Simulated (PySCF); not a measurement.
Species: CH6BBrSi.
Z-matrix (Å and degrees, PBE0-D3(BJ)/def2-SVP geometry), rows numbered from 1:
```
Si
C   1  1.9023
B   2  1.5395  1  108.63
Br  3  1.9145  2  120.98  1   -91.10
H   1  1.4936  2  110.35  3   -56.76
H   1  1.4922  2  110.26  3    63.81
H   1  1.4941  2  109.02  3  -176.31
H   2  1.1028  1  105.21  3   119.79
H   2  1.1013  1  106.16  3  -123.09
H   3  1.2057  2  123.35  1    85.27
```

Level of theory: MP2 and CCSD/aug-cc-pVDZ in PySCF, restricted Hartree–Fock reference, frozen core, non-relativistic, gas phase, PBE0-D3(BJ)/def2-SVP geometry.

E(HF) = -2927.40916 Eh.

How large is the problem?

163 basis functions and 66 electrons; 16 orbitals frozen, which leaves o = 17 correlated occupied and v = 130 virtual orbitals. That is o·v = 2210 singles and o·v(o·v + 1)/2 = 2443155 distinct closed-shell doubles amplitudes before symmetry; the costliest CCSD step grows as o²v⁴ = 8.3 × 10^10.

What are the MP2 and CCSD correlation energies?

MP2 -0.4857 Eh and CCSD -0.5413 Eh, which gives totals of -2927.89483 and -2927.95044 Eh. That is 0.433 eV for each correlated electron at CCSD (1421 kJ/mol in all, 0.018 % of the total energy); MP2 gives 89.7 % of the CCSD value.

What is the T1 diagnostic?

0.0110, below the customary warning level of 0.02. It is the norm of the spatial-orbital singles amplitudes over the root of the number of correlated electrons, so the norm is 0.064.

How does correlation change the dipole moment?

HF gives 1.82 D and CCSD (unrelaxed density) 1.52 D, a change of -0.30 D; the two vectors are 6° apart.

Connected triples and the basis-set limit are missing.

The job also held the EOM ionisation roots. On one thread, Arm Neoverse V2 (aarch64), shared host with 192 logical CPUs at a one-minute load of 15, this took 5.5 min and 2.9 GiB of memory at its peak.

One conformer stands for the species.
